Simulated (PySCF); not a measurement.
# Exercise with solution: oscillator strength and radiative lifetime

AlClH4O3Si, SMILES [OH][Al]([OH])[O][SiH2]Cl.

Geometry: B3LYP-D3(BJ)/def2-SVP. The structure was generated by enumeration; whether it is a known compound was not checked. Other conformers were not sampled.

PySCF 2.14.0 with TDDFT-PBE/def2-SVPD puts the first singlet state with f over 0.02 at 6.28 eV (vertical), with the transition dipole (-0.391, 0.042, -0.109) in atomic units.

Question: Find the oscillator strength, the wavelength and the radiative lifetime that this transition would have in vacuum if emission retraced absorption.

Answer: 
|μ|² = 0.1665 au, so |μ| = 1.04 D. ΔE = 6.28/27.211 = 0.2308 hartree. f = (2/3) ΔE |μ|² = 0.026 (the program prints 0.026).
λ = 1239.84/6.28 = 197 nm; ν = 50652 cm⁻¹.
Einstein's coefficient A = 0.6670 ν² f s⁻¹ (ν in cm⁻¹) = 4.4e7 s⁻¹, so τ = 1/A = 23 ns. This state is S4; the lower singlets have f = 0.004, 0.000, 0.011. The figure is the radiative limit of this one transition; relaxation, internal conversion, crossing to triplets and a medium change what is measured.
